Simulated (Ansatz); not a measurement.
Basis-set extrapolation for `COB(C)N` (PBE0-D4/def2-TZVP geometry, frozen core, Ansatz). Multiplicity 1, RHF reference.

```tsv
	def2-TZVPP	def2-QZVPP
HF	-234.587972	-234.599499
MP2 correlation	-0.902762	-0.965994
CCSD(T) correlation	-0.979366	not run
```

Energies in hartree. Use E(X) = E(∞) + A·exp(−7.88·√X) for Hartree–Fock and E(X) = E(∞) + B·X^(−2.97) for correlation, with X = 3 and 4, and add CCSD(T) minus MP2 of the smaller set to the MP2 limit.

Q: What is the CCSD(T) energy at the basis-set limit?

A: HF limit: -234.599499 + (-0.011527) × 0.13774 = -234.60109. MP2 limit: -0.965994 + (-0.063232) × 0.74074 = -1.01283. Higher-order term: -0.979366 − (-0.902762) = -0.07660. Total: -235.69052 hartree, 323.4 kJ/mol below CCSD(T)/def2-TZVPP.
